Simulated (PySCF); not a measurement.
An unknown is described by computed data only.

Elements present: C, H, N and Si. Monoisotopic mass: 151.0817 u.

| Property | Result |
| --- | --- |
| 1H NMR | chemical shifts (computed TMS as zero) by class: 9.05 (1 H), 7.82 (1 H), 7.64 (1 H), 7.31 (1 H), 0.31 (9 H) ppm [GIAO PBE0/pcSseg-1] |
| 13C NMR | chemical shifts (computed TMS as zero) by class: 174.7 (1 C), 155.0 (1 C), 139.6 (1 C), 134.2 (1 C), 127.5 (1 C), -1.4 (3 C) ppm [GIAO PBE0/pcSseg-1] |
| NMR, other nuclei | isotropic shieldings of nuclei other than C and H, by class: -109 (1 N), 355 (1 Si) ppm [GIAO PBE0/pcSseg-1] |
| Dipole | 1.80 D [PBE0/pcSseg-1] |
| Rotational structure | rotational constants A, B, C: 2.023, 0.741, 0.659 GHz [GFN2-xTB] |

The electronic properties come from PySCF, for the isolated species, density fitting. Levels stand in brackets. Isolated species at its GFN2-xTB geometry, gas phase. Each NMR value is the plain mean over a class of atoms that symmetry, rotation or inversion makes alike.

**Question.** Which formula fits the mass and the elements?

**Answer.** C8H13NSi (calculated 151.0817). No other formula that holds each of these elements comes within 0.0003 u with a fitting electron parity and a possible valence count.

**Question.** Give a SMILES that accounts for the data.

**Answer.** Numbering: `[CH3:1][Si:2]([CH3:3])([CH3:4])[c:5]1[cH:6][cH:7][cH:8][cH:9][n:10]1`. Its formula, C8H13NSi, gives 4 degrees of unsaturation: 1 ring and 3 π bonds in the structure found (Kekulé form). 8 carbons fall into 6 classes; from least to most shielded: substituted aromatic carbon [C5] (174.7 ppm), aromatic CH next to a ring nitrogen [C9] (155.0 ppm), aromatic CH carbon [C7] (139.6 ppm), aromatic CH carbon [C6] (134.2 ppm), aromatic CH carbon [C8] (127.5 ppm), Si-methyl carbon [C1/C3/C4] (-1.4 ppm, 3 C, up to 3.8 ppm apart in this geometry). Hydrogen classes from least to most shielded: 1 H on an aromatic CH next to a ring nitrogen, C9 (9.05 ppm), 1 H on an aromatic CH carbon, C7 (7.82 ppm), 1 H on an aromatic CH carbon, C6 (7.64 ppm), 1 H on an aromatic CH carbon, C8 (7.31 ppm), 9 H on 3 Si-methyl carbons, C1/C3/C4 (0.31 ppm, a mean of values up to 1.2 ppm apart in this geometry). The other shieldings belong to: -109 ppm, pyridine-type nitrogen [N10]; 355 ppm, four-coordinate silicon [Si2]. The optimised geometry has point group C1 and is an asymmetric top. Structure: `c1([Si](C)(C)C)ncccc1`. Computed isomers that give other values at the same levels: `C[Si](C)(C)c1ccncc1` (13C chemical shifts (computed TMS as zero) by class: 155.0 (1 C), 154.8 (2 C), 132.8 (2 C), -1.1 (3 C) ppm); `C[Si](C)(C)c1cccnc1` (13C chemical shifts (computed TMS as zero) by class: 160.5 (1 C), 155.8 (1 C), 146.0 (1 C), 139.5 (1 C), 127.7 (1 C), -0.7 (3 C) ppm); `c1ccn([SiH2]CC2CC2)c1` (13C chemical shifts (computed TMS as zero) by class: 128.0 (2 C), 117.7 (2 C), 23.9 (1 C), 8.8 (1 C), 7.6 (2 C) ppm). The assignments are read from this structure; whether some other isomer fits the data as well wasn't checked.

Shape of the structure used: `[CH3:1][Si:2]([CH3:3])([CH3:4])[c:5]1[cH:6][cH:7][cH:8][cH:9][n:10]1`: C1–Si2–C5–C6 152°.
